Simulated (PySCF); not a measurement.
# Telling isomers of C$_{6}$H$_{11}$NSi apart by NMR

A single conformation, non-relativistic, rapidly exchanging positions averaged, isolated molecule. Structure optimised with GFN2-xTB; GIAO PBE0/pcSseg-1 shieldings; PySCF 2.14.0 with density-fitted response routines.

Shifts are taken against calculated references (same method and geometry level): 1H (σref 31.72) and 13C (σref 186.93) vs TMS. Where no couplings were computed, multiplicities follow the n + 1 count of equivalent neighbours, and m marks all less simple cases (inequivalent or close neighbours, rings, F or P nearby). Shifts are as computed. Against solution values, carbons near 30 ppm lie about +3 ppm off and those near 130 ppm about +5 ppm (rms about the fit 2.1 ppm; single classes can miss by 10 ppm). Of 1328 compounds with measured shifts, 309 miss one by over three times the rms of a fit or turn the order of signals round; such compounds aren't used in these exercises. Signals without a measured value on file couldn't be tested in this way; 1H shifts scatter by 0.2 ppm about their fit, and single ones miss by 0.5 ppm.

(1) Tabulate the signals of `CC[Si@H]1C[C@H](C#N)C1`, `C[SiH2]C/C=C\CC#N` and their relative energies.

(2) What is the quickest way to tell CC[Si@H]1C[C@H](C#N)C1 from C[SiH2]C/C=C\CC#N?

Results:

(1) 
```tsv
SMILES	carbon types	δC	δH	E rel. (kcal/mol)
CC[Si@H]1C[C@H](C#N)C1	1×C 1×CH 3×CH2 1×CH3	130.0, 20.0, 18.7, 11.9, 9.2	5.12 (m, 1H), 3.05 (m, 1H), 1.82 (m, 2H), 1.76 (m, 2H), 1.11 (m, 3H), 0.98 (m, 2H)	0.0
C[SiH2]C/C=C\CC#N	1×C 2×CH 2×CH2 1×CH3	140.2, 123.4, 122.8, 18.6, 16.1, -5.7	6.21 (m, 1H), 5.55 (m, 1H), 4.31 (m, 2H), 2.99 (d, 2H), 1.78 (m, 2H), 0.20 (t, 3H)	4.2
```

Energies are electronic energies at PBE0/pcSseg-1 on these geometries, without zero-point or thermal terms, each for the one conformer computed, which needn't be the lowest.

(2) Count the carbon signals: 5 against 6. The first has an sp3 CH α to a nitrile at 18.7 ppm, the second an alkene CH at 140.2 ppm. Their most deshielded carbons lie at 130.0 and 140.2 ppm. In the proton spectra the most deshielded non-exchanging signals are 5.12 (m, 1H) and 6.21 (m, 1H).
